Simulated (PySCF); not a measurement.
PBE0 on H⁻ (hydrogen, charge -1), 1s2, closed-shell 1S. All numbers are calculated (PySCF 2.14, the non-relativistic Hamiltonian (point nucleus), in def2-QZVPPD (4s4p2d1f, 33 functions)).

```
cycle= 1 E= -0.511135756774753  delta_E= -0.000249  |g|= 0.00181  |ddm|= 0.0498
cycle= 2 E= -0.511139827497058  delta_E= -4.07e-06  |g|= 0.000536  |ddm|= 0.0129
cycle= 3 E= -0.511140023731322  delta_E= -1.96e-07  |g|= 0.000181  |ddm|= 0.00131
cycle= 4 E= -0.511140070958979  delta_E= -4.72e-08  |g|= 4.42e-06  |ddm|= 0.000831
cycle= 5 E= -0.51114007097377  delta_E= -1.48e-11  |g|= 4.33e-09  |ddm|= 1.14e-05
converged SCF energy = -0.51114007097377  <S^2> = -3.5527137e-15  2S+1 = 1
```

Highest occupied orbital energy: 1.945 eV; ⟨L²⟩ = 0.00; populations by l: s 2.00, p 0.00, d 0.00, f 0.00.

Q: Can this result be used?

A: With care. The run converged. At PBE0 the highest occupied level has a positive energy, so only the finite basis holds that electron; in a semilocal or global hybrid functional this comes from self-interaction and does not mean that the real anion is unbound.
